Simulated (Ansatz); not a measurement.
Stepwise reaction of dichlorosilane with hydrogen sulfide, as a gas-phase model of exchange steps in deposition or etching. ΔE in kJ/mol.

Gas-phase electronic energies from Ansatz, PBE0-D4/def2-TZVP geometries. CCSD(T)/CBS is the MP2 limit (def2-TZVPP, def2-QZVPP) plus CCSD(T) − MP2 in def2-TZVPP, frozen cores. This one scheme is used for every species. DFT in def2-TZVPP. B3LYP here is the variant with VWN-RPA as its local correlation; programs differ in this. One conformer a species, not always the lowest.

```json
{"step": "1", "reaction": "`Cl[SiH2]Cl` + H₂S → `S[SiH](Cl)Cl` + H₂", "PBE-D4": "-48.0", "B3LYP-D4": "-40.3", "ωB97M-V": "-40.5", "CCSD(T)/CBS": "-41.3"}
{"step": "2", "reaction": "`S[SiH](Cl)Cl` + H₂S → `S[Si](S)(Cl)Cl` + H₂", "PBE-D4": "-49.0", "B3LYP-D4": "-41.8", "ωB97M-V": "-41.0", "CCSD(T)/CBS": "-41.3"}
```

Task: By hand: ΔE of the 2 steps together at CCSD(T)/CBS.

Result: (-41.3) + (-41.3) = -82.6 kJ/mol, or -41.3 kJ/mol a step.

In ΔE the steps differ by no more than 0.0 kJ/mol. All are downhill at CCSD(T)/CBS. PBE-D4 differs from CCSD(T)/CBS by -7.7 to -6.7 kJ/mol a step. Isolated molecules leave out the surface, adducts and barriers. Largest T1 diagnostic: 0.010.
